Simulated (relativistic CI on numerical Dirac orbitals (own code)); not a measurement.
**Transition arrays of In⁴⁺**

Computed by Dirac-Coulomb-Breit CI, orbitals from a KLI potential per configuration, model QED (radiative potential, 1s self-energy scaled to tabulated hydrogen-like ionisation energies), valence Slater integrals scaled by 0.9, whole transition arrays (own radial code, finite nucleus).

Configuration list (outside the closed core [Ar] 3d10 4s2): 4p⁶4d⁹, 4p⁶4d⁸4f, 4p⁵4d¹⁰, 4p⁶4d⁸5p, 4p⁶4d⁸5f. Levels of other configurations are missing.

All E1 lines from the levels of 4p⁶4d⁹; mean and standard deviation are weighted by gf, and upper levels are sorted by their leading configuration.

```csv
Upper configuration,Lines,Σgf,Mean (eV),Mean (nm),σ (eV),Strongest line (nm)
4p⁶4d⁸4f,81,18.2,51.40,24.120,1.10,23.818
4p⁵4d¹⁰,3,18.0,73.64,16.836,2.02,17.125
4p⁶4d⁸5p,60,10.2,32.12,38.604,1.12,38.078
4p⁶4d⁸5f,81,69.6,63.75,19.449,1.62,19.185
```

Σgf per state of the lower configuration in bins of 1 nm over the central range (centre: value): 16.5: 0.55, 17.5: 1.25, 19.5: 6.56, 21.5: 0.28, 22.5: 0.12, 23.5: 1.02, 24.5: 0.63, 25.5: 0.10, 37.5: 0.27, 38.5: 0.33, 39.5: 0.24.

(1) How do configuration mixing and the scaling of the Slater integrals move the arrays?

Answers

(1) Slater scale 0.9, no configuration mixing: 4p⁶4d⁸4f 54.5 ± 1.2 eV (Σgf 60.0), 4p⁵4d¹⁰ 69.1 ± 2.8 eV (Σgf 6.2), 4p⁶4d⁸5p 32.2 ± 1.1 eV (Σgf 12.1), 4p⁶4d⁸5f 61.0 ± 1.2 eV (Σgf 26.9); Slater scale 1: 4p⁶4d⁸4f 51.8 ± 1.2 eV (Σgf 17.4), 4p⁵4d¹⁰ 74.5 ± 1.9 eV (Σgf 18.8), 4p⁶4d⁸5p 32.2 ± 1.2 eV (Σgf 10.0), 4p⁶4d⁸5f 64.2 ± 1.8 eV (Σgf 71.0); Slater scale 0.8: 4p⁶4d⁸4f 51.0 ± 1.0 eV (Σgf 18.8), 4p⁵4d¹⁰ 72.8 ± 2.1 eV (Σgf 17.2), 4p⁶4d⁸5p 32.0 ± 1.0 eV (Σgf 10.3), 4p⁶4d⁸5f 63.3 ± 1.5 eV (Σgf 68.4). With mixing, levels are counted to their leading configuration, so an array can shrink or vanish into another, and the sums then hold other lines.
